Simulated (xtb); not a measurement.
xtb input (GFN-FF):

```bash
xtb mol.xyz --gfnff --opt tight --chrg 1 --uhf 0
```
mol.xyz:
```
3

Au    -0.00000000    -0.00000000    -0.38970921
C      0.00000000     0.00000000     1.56191217
O      0.00000000     0.00000000     2.67694432
```

End of the output:

```
         :::::::::::::::::::::::::::::::::::::::::::::::::::::
         ::                     SUMMARY                     ::
         :::::::::::::::::::::::::::::::::::::::::::::::::::::
         :: total energy               1.100856709158 Eh    ::
         :: gradient norm              0.000299648548 Eh/a0 ::
         ::.................................................::
         :: bond energy               -0.316529787459 Eh    ::
         :: angle energy               0.000000000000 Eh    ::
         :: torsion energy             0.000000000000 Eh    ::
         :: repulsion energy           0.024076134779 Eh    ::
         :: electrostat energy         1.394135958870 Eh    ::
         :: dispersion energy         -0.000825597032 Eh    ::
         :: HB energy                  0.000000000000 Eh    ::
         :: XB energy                  0.000000000000 Eh    ::
         :: bonded atm energy          0.000000000000 Eh    ::
         :: external energy            0.000000000000 Eh    ::
         :: add. restraining           0.000000000000 Eh    ::
         :: total charge               1.000000000000 e     ::
         :::::::::::::::::::::::::::::::::::::::::::::::::::::

           -------------------------------------------------
          |                Property Printout                |
           -------------------------------------------------

molecular dipole:
                 x           y           z       tot (Debye)
 q only:        0.000      -0.000      -0.367       0.932
           -------------------------------------------------
          |                Geometry Summary                 |
           -------------------------------------------------

      molecular mass/u    :      224.9767096
   center of mass at/Å    :       -0.0000000       0.0000000      -0.0918754
  moments of inertia/u·Å² :        0.1131043E-32   0.1807361E+03   0.1807361E+03
rotational constants/cm⁻¹ :        0.1490450E+35   0.9327209E-01   0.9327209E-01

optimized geometry written to: xtbopt.xyz

           -------------------------------------------------
          | TOTAL ENERGY                1.100856709158 Eh   |
          | GRADIENT NORM               0.000299648548 Eh/α |
           -------------------------------------------------
########################################################################
[WARNING] Runtime exception occurred
-1- gfnff_setup: Could not read topology file.
########################################################################

------------------------------------------------------------------------
------------------------------------------------------------------------
 total:
 SCF:
 ANC optimizer:
```
